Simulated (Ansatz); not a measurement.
Basis-set extrapolation for CH6FNSi2, SMILES `N[Si@@H]1[SiH2][C@H]1F` (PBE0-D4/def2-TZVP geometry, frozen core, the Gaussian-basis code of Ansatz). Multiplicity 1, RHF reference.

```json
{"": "HF", "def2-TZVPP": "-773.160524", "def2-QZVPP": "-773.187346"}
{"": "MP2 correlation", "def2-TZVPP": "-0.870439", "def2-QZVPP": "-0.939029"}
{"": "CCSD(T) correlation", "def2-TZVPP": "-0.953072", "def2-QZVPP": "not run"}
```

Energies in hartree. Use E(X) = E(∞) + A·exp(−7.88·√X) for Hartree–Fock and E(X) = E(∞) + B·X^(−2.97) for correlation, with X = 3 and 4, and add CCSD(T) minus MP2 of the smaller set to the MP2 limit.

**Question.** What is the CCSD(T) energy at the basis-set limit?

**Answer.** HF limit: -773.187346 + (-0.026822) × 0.13774 = -773.19104. MP2 limit: -0.939029 + (-0.068590) × 0.74074 = -0.98984. Higher-order term: -0.953072 − (-0.870439) = -0.08263. Total: -774.26351 hartree, 4.08 eV below CCSD(T)/def2-TZVPP.
